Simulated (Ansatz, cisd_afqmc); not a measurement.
System: BNH₂, charge 1, doublet. BNH2+ (parent SMILES B=N, doublet).
B3LYP-D3(BJ)/def2-TZVP minimum from Ansatz (an electronic-structure program):
```xyz
4

B      0.0000     0.0000    -0.7348
N      0.0000     0.0000     0.5701
H      0.0000     0.0000    -1.9032
H      0.0000     0.0000     1.5866
```
Charge +1, spin multiplicity 2.

Total energies in cc-pVDZ, 9 correlated electrons, 2 frozen orbitals. Open shells are spin-unrestricted; no spin-orbit coupling. Correlated methods leave the cores frozen. No relativity. The Monte Carlo rows (phaseless AFQMC, CISD trial, step 0.005/hartree) carry one-sigma bars that omit the constraint's bias. Outlying blocks are dropped, and bars are widened where a walk drifts. Over all cases where full CI ran beside it in this data, AFQMC minus full CI had a median of +0.1 mEh and passed +0.4 mEh in a tenth of the cases. The spin of H2BN+ (parent SMILES B=N, doublet) was assumed, and the state is the lowest solution found for it.

```tsv
method	program	energy (Eh)	minus CCSDTQ (mEh)
HF	Ansatz	-79.95720	220.11
MP2	Ansatz	-80.14430	33.01
CCSD	Ansatz	-80.17055	6.76
CCSD(T)	Ansatz	-80.17609	1.22
CCSDT(Q)	Ansatz	-80.17733	-0.02
CCSDTQ	Ansatz	-80.17731	0.00
AFQMC/CISD	cisd_afqmc	-80.1770 ± 0.0005	0.3 ± 0.5
```

Rough core times of Ansatz's runs on a shared machine: CCSD(T) under 20 s, CCSDT(Q) under 20 s, CCSDTQ 6 min.
